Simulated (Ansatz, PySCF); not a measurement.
Gas-phase reaction (SMILES): Cl[Si](Br)(Br)Br [tribromo(chloro)silane] + N (NH3) -> N[Si](Br)(Br)Br + Cl (HCl); ammonia cleaves one Si-Cl bond, a model of a ligand-exchange step.

Geometries: B3LYP-D3(BJ)/def2-TZVP minima from Ansatz (a quantum-chemistry and plane-wave program), one conformer each, not searched for the lowest. Valence correlation only, unless marked. Spin-orbit coupling is left out. The frozen core is the preceding noble-gas configuration, with the filled d and f shells of earlier blocks. Non-relativistic. CBS(X,Y): correlation extrapolated as X^-3; Hartree-Fock from the larger set. Thermal terms are rigid-rotor harmonic-oscillator values from B3LYP-D3(BJ) frequencies (Ansatz or PySCF) at 298.15 K and 1 atm. 1 Eh = 627.5095 kcal/mol.

```tsv
species	E, CCSD(T)/CBS(def2-TZVPPD,def2-QZVPPD) (Ansatz) (Eh)	E, wB97M-V/def2-TZVPD (Ansatz) (Eh)	H - E (Eh)
Cl[Si](Br)(Br)Br	-8467.09603	-8471.92595	0.01391
N (NH3)	-56.50452	-56.55014	0.03799
N[Si](Br)(Br)Br	-8063.21282	-8067.67704	0.03882
Cl (HCl)	-460.37886	-460.79070	0.01000
```

Task: Work out ΔE and ΔH at 298.15 K at the first level, then ΔH at the second.

Result: 
1. ΔE = [(-8063.21282) + (-460.37886)] - [(-8467.09603) + (-56.50452)] = 0.00887 Eh = 5.6 kcal/mol at CCSD(T)/CBS(def2-TZVPPD,def2-QZVPPD).
2. The terms H - E add up to -0.00308 Eh, so ΔH = (0.00887 + (-0.00308))×627.5095 = 3.6 kcal/mol.
3. At wB97M-V/def2-TZVPD the same steps give ΔE = 5.2 and ΔH = 3.3 kcal/mol, a shift of -0.3 from the first level.
4. These values are not checked against measurement here, since the tables used lack a sound gas-phase enthalpy of formation for at least one species.
